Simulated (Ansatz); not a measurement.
Ni₂H₄⁻, relaxed as a doublet with UKS PBE-D4/def2-TZVPD in Ansatz, starting from the GFN2-xTB geometry. Force threshold 0.02 eV/Å.

The highest occupied level of the charge -1 doublet lies above zero (up to 0.37 eV). By energy differences its removal costs 2.67 eV (vertical, to the charge 0 triplet, at PBE-D4/def2-TZVPD); a positive level beside a positive removal energy at the same level points to self-interaction error. The relaxation made no stability test and no search for a lower SCF solution. The order of the spin states hangs on the level: the quartet lies 0.05 eV below the doublet at PBE0-D4/def2-TZVPD, but 0.57 eV above it at PBE-D4/def2-TZVPD. The doublet is doubtful at PBE0-D4/def2-TZVPD (⟨S²⟩ 1.46, where a pure state has 0.75). The structure comes from a short search, and lower isomers may exist.

Start:

Cartesian coordinates in Å:
```
Ni 0.241 1.019 0.958
Ni 0.007 -1.350 -0.657
H -0.175 2.504 0.923
H -0.319 -2.587 -1.877
H -0.382 0.932 -0.261
H 0.628 -0.519 0.914
```

```
step  energy (eV)  largest force component (eV/Å)  SCF passes
   1  -82140.2983                           0.980         155
   2  -82140.6724                           1.003          53
   3  -82140.9872                           0.959          52
   4  -82141.1925                           0.533          45
   5  -82141.2628                           0.275          47
   6  -82141.2837                           0.159          58
   7  -82141.2974                           0.146          46
   8  -82141.3104                           0.074          48
   9  -82141.3107                           0.032          35
  10  -82141.3109                           0.021          33
  11  -82141.3110                           0.001          33
```

Force components are those of the run's own axes.

End:

| atom | x (Å) | y (Å) | z (Å) |
| --- | --- | --- | --- |
| Ni1 | 0.142 | 0.890 | 0.809 |
| Ni2 | 0.042 | -1.146 | -0.389 |
| H3 | -0.482 | 2.309 | 0.862 |
| H4 | -0.684 | -1.833 | -1.574 |
| H5 | 0.167 | 0.395 | -0.686 |
| H6 | 0.815 | -0.615 | 0.978 |

Bonds formed: Ni2–H5 (atoms count from 1). Metal–metal contacts that move far: Ni1–Ni2 2.88 to 2.36 Å.

No frequencies were taken in this run, so the end may be a saddle point.

It took 21 s on 4 threads of Arm Neoverse V2 on a shared host.
